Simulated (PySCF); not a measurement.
## C₆ coefficients of unlike pairs at UHF

Calculated with PySCF 2.14 from the dipole response of each species, C₆(A,B) = (3/π) ∫ α_A(iu) α_B(iu) du, in atomic units, from isotropic polarisabilities. For ions this is the dispersion term alone; charge-induced terms of lower order in 1/R come first.

| species | configuration | basis | relativity | α (bohr³) | C₆ (like pair) |
| --- | --- | --- | --- | --- | --- |
| Ga | [Ar] 3d10 4s2 4p1 (2P) | aug-cc-pwCVTZ-PP with ECP10MDF (8s7p6d4f1g) | core potential | 57.60 | 506.5 |
| Li | [He] 2s1 (2S) | x2c-QZVPPall with one added diffuse shell each of s, p type (7s5p2d1f) | spin-free X2C | 169.8 | 1474 |
| Cu | [Ar] 3d10 4s1 (2S) | aug-cc-pVTZ-PP with one added diffuse shell each of s, p, d, f, g type with ECP10MDF (7s7p6d4f3g) | core potential | 71.76 | 505.7 |
| Te³⁺ | [Kr] 4d10 5s2 5p1 (2P) | aug-cc-pVQZ-PP with one added diffuse shell each of s, p, d, f, g type with ECP28MDF (8s8p6d4f3g) | core potential | 11.37 | 58.51 |

(1) Estimate C₆ for Cu with Ga.

No spin-orbit coupling is included.

The other pairs:

```csv
pair,C₆
"Li, Ga",743.3
"Te³⁺, Li",179.3
"Te³⁺, Cu",141.2
"Cu, Li",811.4
"Te³⁺, Ga",154.4
```

Answers

(1) The integral gives 496.2. The combination rule 2 C_A C_B / (C_A α_B/α_A + C_B α_A/α_B) gives 494.0 and the geometric mean 506.1.
